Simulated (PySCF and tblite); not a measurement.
The numbers below are computed, except where a source is named.
2‐bromophenol, C₆H₅BrO, numbered as in [OH:1][c:2]1[cH:3][cH:4][cH:5][cH:6][c:7]1[Br:8].

Level: B3LYP-D3(BJ)/def2-SVP (IEF-PCM, chloroform)//GFN2-xTB, thermal terms from GFN2-xTB, symmetry numbers and mirror pairs counted. Conformers within 3 kcal/mol (GFN2-xTB free energy) were kept, 10 at most. GIAO shieldings: mPW1PW91/pcSseg-1 (IEF-PCM, chloroform). Shifts are against TMS (¹H), TMS (¹³C) at the same level. Codes: tblite and PySCF.

(1) Predict the averaged NMR shifts at 298.15 K.

(2) How do the conformers differ?

Spin–orbit effects of the heavy atoms on shieldings are missing. H on N, O and S are left out: they exchange, and hydrogen bonds move them by several ppm. At a carbon that bears Br the missing effect is some 10 ppm, beside I tens of ppm. Shifts are unscaled: against experiment ¹³C can be off by 15 ppm or more and ¹H by 0.8 ppm.

Results:

(1) ¹H: 7.88 (H6, 1H), 7.69 (H4, 1H), 7.42 (H3, 1H), 7.27 (H5, 1H) ppm. ¹³C: 161.0 (C2), 139.5 (C6), 136.6 (C4), 128.2 (C7), 126.9 (C5), 121.8 (C3) ppm.

(2) Torsions listed: H1–O1–C2–C3.
| conformer | shape | weight % |
| --- | --- | --- |
| 1 | 180° | 94.4 |
| 2 | 0° | 5.6 |

```csv
signal,1,2,average
H3,7.43,7.18,7.42
H4,7.70,7.59,7.69
H5,7.27,7.26,7.27
H6,7.88,7.90,7.88
C2,161.0,161.5,161.0
C3,121.9,120.6,121.8
C4,136.6,135.8,136.6
C5,126.9,127.0,126.9
C6,139.5,140.7,139.5
C7,128.2,127.8,128.2
```
